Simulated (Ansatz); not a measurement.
Cost and result for the atomization energy of C₂H₆ClFSn, SMILES `C[C](F)(Cl)[SnH3]` (11 atoms, 10 bonds).

```xyz
11

C     1.432   -0.431    0.293
C     0.064   -0.660   -0.285
F     0.196   -0.957   -1.622
Cl   -0.683   -2.092    0.501
Sn   -1.338    1.013   -0.084
H     2.053   -1.319    0.147
H     1.366   -0.220    1.361
H     1.903    0.417   -0.209
H    -0.654    2.366   -0.869
H    -1.535    1.330    1.579
H    -2.804    0.553   -0.811
```

Total charge 0; spin multiplicity 1. Correlated methods include outer-core shells of Sn, which these sets cover unevenly. Sn: def2 effective core potential. All single points use the PBE0-D4/def2-TZVP geometry. Program: Ansatz. Hardware: A = 2 threads of an AMD EPYC 7R13 on a shared host; B = 2 threads of an AMD EPYC 7R13 on a shared host and a share of an NVIDIA H100 80 GB. Times are those of one run each, without the atoms' runs, and a repeat can differ threefold. Electronic energies, without spin–orbit coupling; frozen cores. CCSD(T)/CBS adds CCSD(T) − MP2 in def2-TZVPP to the MP2 limit, and its time is that of the two runs behind it. T1 = 0.012. With those shells the extrapolation isn't a true limit. B3LYP takes the VWN-RPA correlation (the form of Gaussian; ORCA's B3LYP/G).

CCSD(T)/CBS is a level of theory with its own doubt, some kJ/mol a heavy atom from the limit and from the frozen cores, so smaller differences don't rank the functionals.

| level | functions | wall time |
| --- | --- | --- |
| MP2/def2-QZVPP [B] | 503 | 3.4 s |
| CCSD(T)/def2-TZVPP [B] | 269 | 3.5 s |
| PBE-D4/def2-TZVPP (with forces) [A] | 269 | 4.1 s |
| PBE0-D4/def2-TZVPP [A] | 269 | 5.5 s |
| CCSD(T)/CBS(def2) | – | 6.9 s |
| r2SCAN-D4/def2-TZVPP (with forces) [A] | 269 | 7.5 s |
| B3LYP-D4/def2-TZVPP (with forces) [A] | 269 | 9 s |
| B2PLYP/def2-TZVPP [A] | 269 | 12 s |
| ωB97X-V/def2-TZVPP [A] | 269 | 13 s |
| ωB97M-V/def2-TZVPP (with forces) [A] | 269 | 20 s |

(1) What atomization energy does each give, and how far from CCSD(T)/CBS? (Best estimate.)

## Answers

(1) Computed: 
| level | atomization (kJ/mol) | difference from CCSD(T)/CBS | per bond |
| --- | --- | --- | --- |
| MP2/def2-QZVPP [B] | 3523.0 | -8.7 | -0.9 |
| CCSD(T)/def2-TZVPP [B] | 3439.9 | -91.8 | -9.2 |
| PBE-D4/def2-TZVPP (with forces) [A] | 3585.3 | 53.6 | 5.4 |
| PBE0-D4/def2-TZVPP [A] | 3519.9 | -11.8 | -1.2 |
| CCSD(T)/CBS(def2) | 3531.7 | 0.0 | 0.0 |
| r2SCAN-D4/def2-TZVPP (with forces) [A] | 3528.1 | -3.6 | -0.4 |
| B3LYP-D4/def2-TZVPP (with forces) [A] | 3499.4 | -32.3 | -3.2 |
| B2PLYP/def2-TZVPP [A] | 3458.2 | -73.5 | -7.4 |
| ωB97X-V/def2-TZVPP [A] | 3540.3 | 8.6 | 0.9 |
| ωB97M-V/def2-TZVPP (with forces) [A] | 3526.7 | -5.0 | -0.5 |

From PBE to PBE0 (25 % exact exchange), in def2-TZVPP and without D4, the atomization energy moves by −61.4 kJ/mol: exact exchange takes away binding that semilocal exchange gives to molecules. The D4 term adds +42.8 kJ/mol with B3LYP and +22.4 kJ/mol with PBE0; it sums over pairs of atoms, weighted by their polarisabilities, and B3LYP, whose exchange is more repulsive, gets the larger term. In def2-TZVPP, CCSD(T) changes the Hartree–Fock value by +941.9 kJ/mol (the triples alone add +60.1 kJ/mol) and MP2 by +970.9 kJ/mol; breaking electron pairs costs correlation energy, which Hartree–Fock lacks.

Spin–orbit coupling would lower the free Sn atoms strongly, and the atomization energy with them, by more than many differences here. For some Ge, Se and Sn compounds the MP2-based and the directly extrapolated limit differ by 10 to 25 kJ/mol.
